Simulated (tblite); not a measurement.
A tight-binding relaxation on `C=C[CH2][GeH]1[CH2]C[CH2]1`.

Computed with GFN2-xTB geometry optimisation, gas phase (tblite 0.8.0). Start geometry: from a force field or distance geometry. A driver script takes a list of jobs; this job's settings line and coordinates (Å) are shown.

Command:
```bash
OMP_NUM_THREADS=1 python probes_run.py task.json out
```

Input:
```
{"job": {"kind": "relax", "xc": "GFN2-xTB", "basis": "xTB"}, "charge": 0, "multiplicity": 1}
C     -2.613700     1.135600    -0.690200
C     -2.106000     0.211100     0.092600
C     -1.439100    -1.035800    -0.408600
Ge     0.378700    -1.066400     0.182000
C      1.682000    -0.262300    -0.977400
C      2.412200     0.168200     0.247700
C      1.094000     0.615100     0.835500
H     -3.088300     2.041900    -0.258000
H     -2.600200     1.051400    -1.785600
H     -2.152600     0.345200     1.197800
H     -1.592200    -1.064000    -1.502600
H     -1.991000    -1.900000     0.028000
H      0.824100    -2.293300     1.005300
H      2.278800    -0.989600    -1.598500
H      1.270200     0.581400    -1.610200
H      3.163000     0.968900     0.137300
H      2.760100    -0.727000     0.805300
H      1.088600     0.732500     1.939200
H      0.621800     1.496400     0.368100
```

Output:
```
step      E/eV     max force
  0    -565.08056    4.446
  1    -565.51798    1.385
  2    -565.68193    1.452
  3    -565.83927    0.932
  4    -565.89935    0.519
  5    -565.94653    0.532
  6    -565.97947    0.520
  7    -566.01022    0.445
  8    -566.03433    0.429
  9    -566.05398    0.344
... (155 lines left out)
165    -566.26835    0.019
166    -566.26840    0.021
167    -566.26845    0.019
168    -566.26850    0.013
169    -566.26855    0.017
170    -566.26861    0.021
171    -566.26867    0.019
172    -566.26872    0.012
173    -566.26875    0.011
174    -566.26877    0.009
```

«max force» is the largest atomic force in eV/Å.

From which step on does the largest force stay under 0.1 eV/Å, and how much energy is left to gain from there?

From step 130 (0.056 eV/Å), 4.0 meV above the end.

Main results: energy lowered by 27.4 kcal/mol over 174 steps; largest atomic force 0.009 eV/Å at the end.

Where do the atoms end?

0.703 Å rms from the input after alignment:
```
atom  x, y, z in Å
C1    -2.3943    1.0477   -1.2136
C2    -2.1115    0.3777   -0.1095
C3    -1.6753   -1.0379   -0.0767
Ge4    0.3282   -1.1427    0.1717
C5     1.5168   -0.0612   -1.0160
C6     2.2869    0.4324    0.2212
C7     1.2805    0.1623    1.3533
H8    -2.6902    2.0827   -1.1947
H9    -2.3527    0.5782   -2.1831
H10   -2.1636    0.8717    0.8528
H11   -1.9205   -1.5465   -1.0082
H12   -2.1453   -1.5733    0.7475
H13    0.7514   -2.6026    0.3603
H14    2.1411   -0.5219   -1.7774
H15    0.9589    0.7510   -1.4806
H16    2.6016    1.4748    0.1539
H17    3.1775   -0.1791    0.3691
H18    1.7376   -0.1424    2.2914
H19    0.6631    1.0385    1.5463
```

Hardware: AMD EPYC 7R43, one thread (shared host). Cost: 1.6 s of wall time.
Labels such as C1 count atoms from 1, the log's own numbers from 0.
